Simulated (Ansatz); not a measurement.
Reaction (isomerisation): `[AlH2][CH2][SiH2][SiH3]` → `[CH3][Al]([SiH3])[SiH3]`

Program: Ansatz. Geometries: PBE0-D4/def2-TZVP. ΔE: electronic, gas phase. CBS: MP2 limit from def2 TZ/QZ plus the TZ coupled-cluster correction, frozen cores. DFT in def2-TZVPP. One conformer a species, not always the lowest.

Task: Is it downhill or uphill in electronic energy at CCSD(T)/CBS, and by how much? (Estimate.)

Result: Ansatz gave: Nearly level: ΔE = +0.8 kJ/mol.

Task: What do these levels give: revPBE-D4, r2SCAN-D4, BHLYP-D4, r2SCAN, r2SCAN0, SCS-MP2/def2-TZVPP? (Best estimate.)

Result: The calculation gave: revPBE-D4 -3.0, r2SCAN-D4 -0.1, BHLYP-D4 1.0, r2SCAN -1.4, r2SCAN0 -0.2, SCS-MP2/def2-TZVPP 3.3 kJ/mol.

Largest T1 diagnostic among the species: 0.013.

The D4 term adds +11.9 kJ/mol with B3LYP and +5.9 kJ/mol with PBE0; it sums over pairs of atoms, weighted by their polarisabilities, and B3LYP, whose exchange is more repulsive, gets the larger term. In def2-TZVPP, CCSD(T) changes the Hartree–Fock value by +10.8 kJ/mol (the triples alone add +2.4 kJ/mol) and MP2 by +20.9 kJ/mol. At CCSD(T), def2-SVP lies −9.2 kJ/mol from the extrapolated value and def2-TZVPP −3.4 kJ/mol.

B3LYP here is the variant with VWN-RPA as its local correlation; programs differ in this.
